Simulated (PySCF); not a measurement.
## Spectroscopy problems

Computed data (PySCF 2.14): σ from GIAO-PBE0/pcSseg-1, geometry: GFN2-xTB. Relativity neglected, in vacuum, single conformer, rapidly exchanging positions averaged.

δ = σ(ref) − σ, references computed at the same level: 1H, 13C vs TMS. Splittings of carbon signals by F and P are missing where no couplings were computed. Where no couplings were computed, multiplicities follow the n + 1 count of equivalent neighbours, and m marks all less simple cases (inequivalent or close neighbours, rings, F or P nearby). Shifts are as computed. Against solution values, carbons near 30 ppm lie about +3 ppm off and those near 130 ppm about +5 ppm. Of 1309 compounds with measured shifts, 239 miss one by over three times the rms of a fit or turn the order of signals round; such compounds aren't used in these exercises.

Task: C6H9FSi. 1H NMR (600 MHz, computed): δ 6.66 (m, 1H), 6.44 (m, 1H), 4.49 (m, 2H), 3.27 (m, 2H), 0.35 (t, 3H). 13C{1H} NMR (computed): δ 160.8 (C), 146.0 (CH), 142.3 (CH), 141.8 (C), 37.4 (CH2), -5.5 (CH3). What is it?

Result: SMILES C[SiH2]/C(F)=C1\C=CC1. Rings plus π bonds: 3 (1 ring in the answer). 6 carbon signals for 6 carbons: no two carbons are equivalent. Carbon types of the structure: 2 × C, 2 × CH, 1 × CH2, 1 × CH3, leaving 2 H on heteroatoms. δC 160.8, 141.8: fully substituted alkene carbon; an sp2 carbon of a C=C bond. δC 146.0, 142.3: alkene CH; the olefinic region. δH 6.66, 6.44: hydrogen on an alkene CH; attached to an sp2 carbon and in the plane of the double bond. δH 0.35: hydrogen on a methyl carbon bonded to Si; an electropositive neighbour shields it, as in TMS itself.

The shifts were computed for this structure.

Task: C7H8ClNSi. 1H NMR (400 MHz, computed): δ 8.62 (m, 1H), 8.58 (m, 1H), 2.08 (s, 6H). 13C{1H} NMR (computed): δ 171.2 (CH2), 111.3 (C), 84.4 (C), 5.7 (CH3). Give a structure.

Result: SMILES C=N[Si](Cl)(C#CC)C#CC. The formula gives 5 degrees of unsaturation (no ring in the answer). 4 carbon signals for 7 carbons: some carbons are equivalent by symmetry or fast rotation. Carbon types of the structure: 4 × C, 1 × CH2, 2 × CH3, which accounts for all hydrogens. δC 171.2: C=N carbon. δC 111.3, 84.4: alkyne carbon. δC 5.7: propargylic methyl carbon; a saturated carbon with 1 carbon neighbour and no heteroatom attached. δH 8.62, 8.58: hydrogen on a C=N carbon.

The data come from this structure; uniqueness wasn't tested.
